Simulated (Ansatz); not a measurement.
A run on H$_{8}$N$_{2}$Si$_{2}$, SMILES `N[SiH2][SiH2]N` with other settings.

```yaml
crystal:
  periodic: [false, false, false]
  atoms:
    - {symbol: N, position_ang: [-1.097907, 1.361214, -0.600746]}
    - {symbol: Si, position_ang: [0.237458, 1.274827, 0.494879]}
    - {symbol: Si, position_ang: [0.906446, -0.977561, 0.422649]}
    - {symbol: N, position_ang: [-0.305619, -1.754397, -0.535708]}
    - {symbol: H, position_ang: [-1.011246, 0.880178, -1.482993]}
    - {symbol: H, position_ang: [-1.608721, 2.223257, -0.711059]}
    - {symbol: H, position_ang: [1.390838, 2.179413, 0.189661]}
    - {symbol: H, position_ang: [-0.252055, 1.681338, 1.841789]}
    - {symbol: H, position_ang: [1.090197, -1.519534, 1.806200]}
    - {symbol: H, position_ang: [2.216061, -1.161904, -0.262894]}
    - {symbol: H, position_ang: [-1.268419, -1.510557, -0.360127]}
    - {symbol: H, position_ang: [-0.219834, -2.731676, -0.767650]}
basis:
  gaussian: {orbitals: cc-pVDZ}
hamiltonian: {xc: {name: BLYP}}
scf: {lower_state_search: full}
```

```sh
$ ansatz run in.yaml --threads 4 --pin off --events-out ev --progress --plain --max-ram 10444MiB
```

Shortened log:

```
Functional definition: BLYP
1336 factors; their error is unknown
mean field evaluation 1: about -18848.9395 eV, gradient 8.8e1 eV
mean field evaluation 2: about -18785.4319 eV, gradient 1.7e2 eV
mean field evaluation 4: about -18864.3003 eV, gradient 6.0e0 eV
mean field evaluation 8: about -18864.4623 eV, gradient 5.7e-2 eV
mean field evaluation 16: about -18864.4320 eV, gradient 3.5e-5 eV
mean field -18864.43197634 eV, -693.2550883594 hartree, gradient 3.5e-5 eV, S^2 0.000000; 0 other end points of the search recorded, 0 dependent functions left out
reference -18864.43237560 eV, -693.2551030320 hartree; 25, 25 occupied and 79, 79 virtual orbitals, 1336 factors
Total energy: -18864.43237560 eV, -693.2551030320 hartree
```

It took 0.5 s on 4 threads of an Intel Xeon 6975P-C on a shared host, with 0.16 GiB of host memory at the peak.
